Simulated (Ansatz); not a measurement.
```xyz
3

Si    0.0003    0.0025   -0.0842
H    -0.0483    1.0835    0.9413
H    -0.0274   -1.1293    0.9136
```

Basis set: 6-31G (spherical functions). Left uncorrelated: 5 orbitals. Charge 0, multiplicity 1.

Computed with Ansatz (development build ahead of 0.2.0); each method stands on the lowest determinant of its kind that the runs found. Restricted open shells among the atoms or ions are ROHF, correlated in semicanonical orbitals with singles.

The atomization energy at this shape (free ground-state atoms in the same class of orbitals less the molecule, no zero-point energy) of singlet SiH₂:

```csv
method,atomization energy
RHF,3.93 eV
```

(1) What does RHF-MP2 give?

Results:

(1) 4.70 eV.

This basis has no polarisation functions and is too small for such energies, which can lie far from measured ones in either direction.
